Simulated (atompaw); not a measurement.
# Ge: one change to a PAW (atompaw) potential, before and after

```
Element                 : Ge
Generator               : atompaw 4.2.0.5
Type                    : PAW
Functional              : PBE
Relativity              : scalar-relativistic
Frozen core             : [Ne]
Valence charge          : 22
Reference configuration : 3s2 3p6 3d10 4s2 4p2
Partial waves           : 3s (bound): rc 0.85 bohr; 4s (bound): rc 1.30 bohr; 3p (bound): rc 1.05 bohr; 4p (bound): rc 1.30 bohr; 3d (bound): rc 1.30 bohr; 3d channel at -1.7 Ry: rc 1.30 bohr
Local potential         : bessel scheme, radius 1.10 bohr
Core correction         : smooth core density matched at 1.20 bohr
Augmentation charge     : sinc compensation charge, radius 1.25 bohr; PAW radius 1.30 bohr; waves and projectors: custom polynom vanderbiltortho
```

All-electron outer shells of the reference configuration (PBE, scalar-relativistic, ld1.x):

```json
{"shell": "2s", "level (eV)": "-1371.79", "outermost node (bohr)": "0.06", "outermost maximum (bohr)": "0.18"}
{"shell": "2p", "level (eV)": "-1198.71", "outermost node (bohr)": "–", "outermost maximum (bohr)": "0.14"}
{"shell": "3s", "level (eV)": "-168.49", "outermost node (bohr)": "0.26", "outermost maximum (bohr)": "0.54"}
{"shell": "3p", "level (eV)": "-115.62", "outermost node (bohr)": "0.23", "outermost maximum (bohr)": "0.54"}
{"shell": "3d", "level (eV)": "-29.31", "outermost node (bohr)": "–", "outermost maximum (bohr)": "0.50"}
{"shell": "4s", "level (eV)": "-11.73", "outermost node (bohr)": "0.77", "outermost maximum (bohr)": "1.75"}
{"shell": "4p", "level (eV)": "-3.90", "outermost node (bohr)": "0.82", "outermost maximum (bohr)": "2.22"}
```

Change: all radii scaled by about 0.80 (s 0.68, p 0.84, d 1.04 bohr); local potential bessel scheme, radius 0.88 bohr; augmentation sinc compensation charge, radius 1.00 bohr; PAW radius 1.04 bohr; waves and projectors: custom polynom vanderbiltortho; core correction smooth core density matched at 0.96 bohr.

Cutoffs: the cutoffs (Ry, on a coarse ladder) from which the occupation-weighted sum of valence levels, in a spherical-Bessel basis at the reference potential, stays within 10 and 1 mRy of its value at 400 Ry; they do not see the model core or the augmentation charge, which bear on the density cutoff.

Problem. What does the change do?

Solution. The potential gets harder (120 Ry and 200 Ry → 180 Ry and 300 Ry); neither file shows a bound ghost. A smaller radius makes the pseudo-wave follow the all-electron one further in, where it bends more sharply, so more plane waves are needed.

```tsv
quantity	base	changed
cutoff, loose	120 Ry	180 Ry
cutoff, tight	200 Ry	300 Ry
loose cutoff by channel (10 mRy a level)	s 50 Ry, p 70 Ry, d 50 Ry	s 120 Ry, p 100 Ry, d 90 Ry
bound ghosts	none	none
lowest overlap eigenvalue by channel	s 0.63, p 0.68, d 0.96	s 0.64, p 0.66, d 0.95
```

 The cutoffs see the waves, projectors and local potential, not the compensation charge or the core.
